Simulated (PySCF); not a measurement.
TcSI2, quartet: computed properties

All numbers come from PySCF, UPBE0, basis Tc def2-SVP with ECP28, S def2-SVP, I def2-SVP with ECP28 (scalar-relativistic core potentials, no spin–orbit coupling, density fitting).

The structure is a minimum.

Z-matrix (Å, degrees; charge 0 multiplicity 4):
```
Tc
S  1 2.0779
I  1 2.5718 2 114.42
I  1 2.5718 2 114.42 3 180.00
```

- Point group: C2v
- Bond lengths: Tc–I 2.572 Å (×2), Tc–S 2.078 Å
- Bond angles: I–Tc–I 131.2°, I–Tc–S 114.4° (×2)
- Enthalpy at 298.15 K above 0 K: 19.29 kJ/mol
- Entropy at 298.15 K and 1 bar (electronic part: spin only): 393.1 J/(mol K)
- Lowest empty level (α): -4.02 eV
- Rotational symmetry number: 2
- Principal polarisabilities: 63.8, 123.9, 163.0 bohr³
- Atomisation energy without zero-point energy: 957 kJ/mol
- Zero-point energy: 7.5 kJ/mol
- Rotational constants: 0.05311, 0.01211, 0.009863 cm⁻¹
- Heat capacity Cp at 298.15 K: 77.5 J/(mol K)
- Spin squared ⟨S²⟩: 3.816
- Highest occupied level (α): -6.84 eV
- Principal quadrupole moments (Buckingham, traceless) about the centre of mass: -1.61, -0.38, 2.00 D Å
- Dipole moment: 0.43 D

Harmonic modes (masses in u: Tc 98.907, S 31.972, I 126.904):
```tsv
symmetry	ω (cm⁻¹)	IR (km/mol)	μ (u)	type
b1	52	2.0	67.65	bend
a1	56	0.2	93.56	bend
b2	106	1.9	38.34	bend
a1	190	2.8	96.65	stretch
b2	287	43.3	102.31	mixed
a1	560	34.4	38.89	stretch
```

In C2v the vibrations span b1 + 3a1 + 2b2. Here b1 is antisymmetric to the molecular plane and b2 lies in it.

Charges (e):
```csv
atom,Mulliken,Löwdin,polar tensor,spin (Mulliken),Mayer order to Tc1
Tc1,0.16,-0.84,1.07,2.81,–
S2,-0.03,0.35,-0.30,0.07,2.17
"I3,4",-0.07,0.25,-0.38,0.06,1.23
```

Mulliken populations on Tc1 (electrons outside its core potential): s 2.52, p 6.57, d 5.74, f 0.01.

Outer orbital energies (eV). α occupied: -10.25, -8.89, -8.75, -8.57, -8.37, -7.74, -7.43, -6.84; empty: -4.02, -3.78, -0.01, 0.05. β occupied: -10.28, -10.18, -8.98, -8.83, -8.50, -8.44, -8.17, -7.82; empty: -3.68, -3.57, -3.22, -3.17.

Formally Tc is in oxidation state +4, d3, with 3 unpaired electrons (the high-spin count). The Mulliken spin on Tc is 2.81. The polar-tensor charge on Tc, 1.07, is far below the formal one.

Only a few start shapes were tried, so a lower isomer may exist. Open d and f shells are described by one determinant, and the ground state may have another occupation or spin. No spin–orbit coupling is included, which matters more the heavier the element.

The final relaxation and frequency run took about 5 core-minutes on a shared host.
